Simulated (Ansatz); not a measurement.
`N[SiH](O)Br` + `N=C(F)C=O` → `N[Si](O)(F)Br` + `N=CC=O`  (formal exchange of groups at the Si–H bond)

Computed with Ansatz on PBE0-D4/def2-TZVP structures; ΔE is electronic, products minus reactants. CCSD(T)/CBS adds triple-zeta CCSD(T) − MP2 to the extrapolated MP2 energy (def2 sets, frozen cores). Functionals use def2-TZVPP. B3LYP here is the variant with VWN-RPA as its local correlation; programs differ in this. For Br outer-core shells are correlated without core-valence functions, which leaves a few kJ/mol of doubt a bond. Scalar relativity is left out up to krypton. One conformer a species, not always the lowest.

Is it downhill or uphill in electronic energy at CCSD(T)/CBS, and by how much? (Estimate.)

Ansatz gave: Downhill: ΔE = -192.8 kJ/mol.

What do these levels give: revPBE-D4, B3LYP-D4, PBE, RPA@PBE/def2-TZVPP, HF/def2-QZVPP, SCS-MP2/def2-QZVPP? (Estimate.)

Computed: revPBE-D4 -167.3, B3LYP-D4 -179.3, PBE -163.3, RPA@PBE/def2-TZVPP -182.9, HF/def2-QZVPP -189.7, SCS-MP2/def2-QZVPP -193.5 kJ/mol.

Largest T1 diagnostic among the species: 0.015.

At CCSD(T), def2-SVP lies +29.0 kJ/mol from the extrapolated value and def2-TZVPP +4.8 kJ/mol. From BLYP to BHLYP (50 % exact exchange), in def2-TZVPP and without D4, ΔE moves by −15.2 kJ/mol.
